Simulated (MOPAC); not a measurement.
MOPAC input (AM1):

```
AM1 FORCE THERMO(298,298) PRECISE LET CHARGE=-1 GEO-OK AUX(PRECISION=9) THREADS=1
BF2S

B     0.06430043 1   -0.21295938 1    0.25466517 1
F     1.17037986 1   -0.92191817 1    0.44790781 1
F    -0.73658829 1   -0.51467002 1    1.26999745 1
S    -0.26346640 1    0.87253135 1   -1.04339517 1
```

From the output:

```
     S    4   3.493379   0.864948   0.864937   4.792773

          HEAT OF FORMATION =    -220.366572 KCALS/MOLE

          ZERO POINT ENERGY       8.234 KCAL/MOL

           NORMAL COORDINATE ANALYSIS (Total motion = 1 Angstrom)

   Root No.       1         2         3         4         5         6

                 1 B2      1 A1      1 B1      2 A1      3 A1      2 B2

                 350.0     452.8     601.8     755.5    1737.2    1862.5

           1   -0.2090   -0.0627   -0.0000    0.1750    0.3314    0.4689
           2    0.1585   -0.0826   -0.0000    0.2308    0.4370   -0.3556
           3   -0.0000   -0.0000    0.6687    0.0000    0.0000    0.0000
           4   -0.2203   -0.0549    0.0000    0.2413   -0.2107   -0.2042
           5   -0.1820    0.3265    0.0000   -0.0616   -0.0041    0.0034
           6   -0.0000    0.0000   -0.1298    0.0000   -0.0000    0.0000
           7    0.1158    0.3292    0.0000   -0.1244    0.0529   -0.0584
           8    0.2612    0.0352    0.0000    0.2157   -0.2040    0.1957
           9    0.0000    0.0000   -0.1298    0.0000   -0.0000   -0.0000
          10    0.1324   -0.1414    0.0000   -0.1283   -0.0182   -0.0025
          11   -0.1004   -0.1865    0.0000   -0.1691   -0.0240    0.0019
          12    0.0000   -0.0000   -0.0716   -0.0000   -0.0000   -0.0000

           MASS-WEIGHTED COORDINATE ANALYSIS (NORMAL COORDINATES)

   Root No.       1         2         3         4         5         6

                 1 B2      1 A1      1 B1      2 A1      3 A1      2 B2

                 350.0     452.8     601.8     755.5    1737.2    1862.5

           1   -0.3160   -0.0838   -0.0000    0.2652    0.4888    0.6679
           2    0.2396   -0.1106   -0.0000    0.3497    0.6446   -0.5064
           3   -0.0000   -0.0000    0.9259    0.0000    0.0000    0.0000
           4   -0.4414   -0.0974    0.0000    0.4847   -0.4121   -0.3856
           5   -0.3647    0.5792    0.0000   -0.1238   -0.0081    0.0065
           6   -0.0000    0.0000   -0.2383    0.0000   -0.0000    0.0000
           7    0.2320    0.5840    0.0000   -0.2500    0.1034   -0.1103
           8    0.5234    0.0624    0.0000    0.4333   -0.3989    0.3695
           9    0.0000    0.0000   -0.2383    0.0000   -0.0000   -0.0000
          10    0.3447   -0.3259    0.0000   -0.3347   -0.0462   -0.0061
          11   -0.2614   -0.4297    0.0000   -0.4414   -0.0610    0.0046
          12    0.0000   -0.0000   -0.1708   -0.0000   -0.0000   -0.0000

          DESCRIPTION OF VIBRATIONS

 VIBRATION          1    1B2         ATOM PAIR     ENERGY CONTRIBUTION    RADIAL
 FREQUENCY           349.99         F 2 -- F 3         +33.0% (190.3%)      0.0%
 TRANSITION DIPOLE   1.2477         B 1 -- S 4         +30.1% (181.9%)      0.0%
 TRAVEL (Ang.)       0.1876         B 1 -- F 2         +18.4% (142.3%)      4.1%
 REDUCED MASS        5.4731         B 1 -- F 3         +18.4% (142.3%)      4.1%
 EFFECTIVE MASS     23.1639
 FORCE CONSTANT      0.3950

 VIBRATION          2    1A1         ATOM PAIR     ENERGY CONTRIBUTION    RADIAL
 FREQUENCY           452.76         F 2 -- F 3         +40.5% ( 84.1%)    100.0%
 TRANSITION DIPOLE   0.5486         B 1 -- F 3         +20.3% ( 59.6%)      0.0%
 TRAVEL (Ang.)       0.1435         B 1 -- F 2         +20.3% ( 59.6%)      0.0%
 REDUCED MASS        7.2373         B 1 -- S 4         +18.8% ( 57.3%)    100.0%
 EFFECTIVE MASS     23.2732
 FORCE CONSTANT      0.8741

 VIBRATION          3    1B1         ATOM PAIR     ENERGY CONTRIBUTION    RADIAL
 FREQUENCY           601.79         B 1 -- F 3         +33.8% ( 91.4%)      0.0%
 TRANSITION DIPOLE   1.6473         B 1 -- F 2         +33.8% ( 91.4%)      0.0%
 TRAVEL (Ang.)       0.1177         B 1 -- S 4         +31.8% ( 88.6%)      0.0%
 REDUCED MASS        8.0943         F 2 -- F 3          +0.5% ( 11.4%)      0.0%
 EFFECTIVE MASS     12.1014
 FORCE CONSTANT      1.7271

 VIBRATION          4    2A1         ATOM PAIR     ENERGY CONTRIBUTION    RADIAL
 FREQUENCY           755.52         F 2 -- F 3         +33.3% (105.2%)    100.0%
 TRANSITION DIPOLE   3.1072         B 1 -- S 4         +33.2% (105.1%)    100.0%
 TRAVEL (Ang.)       0.1241         B 1 -- F 2         +16.8% ( 74.6%)     17.7%
 REDUCED MASS        5.7994         B 1 -- F 3         +16.8% ( 74.6%)     17.7%
 EFFECTIVE MASS     21.3567
 FORCE CONSTANT      1.9504

 VIBRATION          5    3A1         ATOM PAIR     ENERGY CONTRIBUTION    RADIAL
 FREQUENCY          1737.24         B 1 -- F 2         +35.0% ( 84.5%)     65.6%
 TRANSITION DIPOLE   6.8921         B 1 -- F 3         +35.0% ( 84.5%)     65.6%
 TRAVEL (Ang.)       0.0823         B 1 -- S 4         +22.8% ( 68.3%)    100.0%
 REDUCED MASS        5.7271         F 2 -- F 3          +7.1% ( 38.2%)    100.0%
 EFFECTIVE MASS     13.4582
 FORCE CONSTANT     10.1836

 VIBRATION          6    2B2         ATOM PAIR     ENERGY CONTRIBUTION    RADIAL
 FREQUENCY          1862.46         B 1 -- F 3         +35.9% ( 86.8%)     80.8%
 TRANSITION DIPOLE   4.9873         B 1 -- F 2         +35.9% ( 86.8%)     80.8%
 TRAVEL (Ang.)       0.0766         B 1 -- S 4         +23.7% ( 70.5%)      0.0%
 REDUCED MASS        6.1754         F 2 -- F 3          +4.4% ( 30.4%)      0.0%
 EFFECTIVE MASS     13.0112
 FORCE CONSTANT     12.6208

      SYMMETRY NUMBER FOR POINT-GROUP C2v =  2

          SYSTEM IS A GROUND STATE

 BF2S

          MOLECULE IS NOT LINEAR

          THERE ARE  6 GENUINE VIBRATIONS IN THIS SYSTEM
          THIS THERMODYNAMICS CALCULATION IS LIMITED TO
          MOLECULES WHICH HAVE NO INTERNAL ROTATIONS

                    CALCULATED THERMODYNAMIC PROPERTIES
                                          *
   TEMP. (K)   PARTITION FUNCTION   H.O.F.    ENTHALPY  HEAT CAPACITY ENTROPY
                                   KCAL/MOL   CAL/MOLE    CAL/K/MOL  CAL/K/MOL

 298.00  VIB.     0.1501D+01                   549.5319     4.7345     2.6514
         ROT.     0.3278D+05                   888.2803     2.9808    23.6428
         INT.     0.4921D+05                  1437.8122     7.7153    26.2942
         TRA.     0.7030D+27                  1480.4672     4.9680    39.0827
         TOT.                     -220.367    2918.2794    12.6834    65.3770

   *: NOTE: HEATS OF FORMATION ARE RELATIVE TO THE
            ELEMENTS IN THEIR STANDARD STATE AT 298K
              (=  Standard Enthalpy of Formation).

            Hvib:  Zero-point energy is not included.
                   frequencies of less than zero cm-1 are not included.
            Hrot = (3/2)RT
            Htra = (3/2)RT + pV = (5/2)RT

            Heat capacity is Cp, not Cv

          For more information, see: HTTP://OpenMOPAC.net/Manual/thermochemistry.html

           FORCE CONSTANT IN CARTESIAN COORDINATES (Millidynes/A)

    ATOM   CHEMICAL       X               Y               Z
   NUMBER   SYMBOL  FORCE CONSTANT  FORCE CONSTANT  FORCE CONSTANT

      1       B       14.789518       14.158630        1.977331
      2       F       13.298381        1.053906        0.230131
      3       F        2.089082       12.263204        0.230131
      4       S        2.018909        3.187366        0.198891

 **********************
 *                    *
 * JOB ENDED NORMALLY *
 *                    *
 **********************
```

The dipole moment of an ion depends on the origin.
